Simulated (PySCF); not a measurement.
## Excitation energy of Zr by level of theory

Zr [Kr] 4d2 5s2 (3F) → Zr [Kr] 4d3 5s1 (5F), as a difference of total energies. Calculation: PySCF 2.14, in aug-cc-pVDZ-PP with ECP28MDF (5s5p4d2f, 54 functions); scalar relativity through the core potential. Correlated levels: valence: 4s2 4p6 frozen. The calculations carry no spin-orbit coupling.

```csv
method,excitation energy (eV),error (eV)
UHF,-0.024,-0.612
MP2 (valence),0.462,-0.126
SCS-MP2 (valence),0.884,+0.296
CCSD (valence),0.607,+0.019
CCSD(T) (valence),0.660,+0.072
```

Reference: 0.588 eV (measured; NIST levels, between the centres of gravity of the two terms).

Errors of the correlated levels include the incompleteness of this basis and the frozen core.
